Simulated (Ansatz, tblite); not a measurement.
Dissociation curve of SMILES [CH3][Al]([CH3])[O][Si](O)(O)O. The Al1–C14 bond (Al1 also carries C, O; C14 carries H, H, H) is varied alone, starting from the PBE0/def2-SVP optimised geometry. Each curve is given relative to its own lowest point near equilibrium.

| R / Å | A | B | C |
|---|---|---|---|
| 1.60 | 58.6 | 60.0 | 81.2 |
| 1.70 | 25.4 | 26.5 | 35.9 |
| 1.83 | 4.8 | 5.4 | 8.3 |
| 1.91 | 0.5 | 0.7 | 1.7 |
| 1.95 | 0.0 | 0.0 | 0.4 |
| 2.00 | 0.6 | 0.3 | 0.0 |
| 2.07 | 3.4 | 2.6 | 1.5 |
| 2.23 | 15.0 | 13.0 | 10.4 |
| 2.38 | 29.7 | 26.3 | 22.5 |
| 2.60 | 53.5 | 48.0 | 42.5 |
| 2.82 | 77.0 | 69.3 | 63.2 |
| 3.23 | 115.4 | 103.6 | 98.0 |
| 3.57 | 141.0 | 125.8 | 120.4 |
| 4.13 | 171.9 | 151.6 | 143.6 |
| 4.74 | 193.3 | 168.2 | 155.1 |
| 5.71 | 211.0 | 180.7 | 159.4 |

Energies in mEh.

Q: Which curve belongs to which method? The methods are tblite with GFN2-xTB, 300 K electronic temperature; Ansatz (a program for electronic structure) with restricted PBE/def2-SVP; restricted PBE0/def2-SVP (Ansatz).

A: A is RKS-PBE0; B is RKS-PBE; C is GFN2-xTB.

The restricted form behind RKS-PBE, RKS-PBE0 keeps the bonding electrons paired and can't separate into open-shell fragments.
